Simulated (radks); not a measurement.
The numbers below are computed, except where a source is named.
Valence configurations of Er I (all share [Xe]). Code: a radial shooting solver on a logarithmic mesh with Libxc functionals. Model: Dirac Kohn-Sham, PBE, spin-unpolarised, spherical densities, point nucleus; open shells fill j = l - 1/2 first. Order these by energy: 4f11 6s2 6p1; 4f11 5d1 6s2; 4f11.5 6s2 6p0.5; 4f12 6s2; 4f10.5 5d1.5 6p2; 4f12 6s1 6p1; 4f11.5 5d0.5 6p2; 4f12 6p2; 4f11 6s1 6p2.

Answer. From the lowest, in eV above it: 4f12 6s2 0.000; 4f11.5 6s2 6p0.5 1.584; 4f12 6s1 6p1 2.606; 4f11 5d1 6s2 3.984; 4f11 6s2 6p1 5.222; 4f12 6p2 5.348; 4f11.5 5d0.5 6p2 7.056; 4f11 6s1 6p2 8.554; 4f10.5 5d1.5 6p2 14.165. NIST lists [Xe] 4f12 6s2 as the ground configuration; this level of theory agrees among the configurations tried. The energies are those of spherical spin-averaged densities, not of single terms. No valid solution was reached for [Xe] 4f13 6s1.
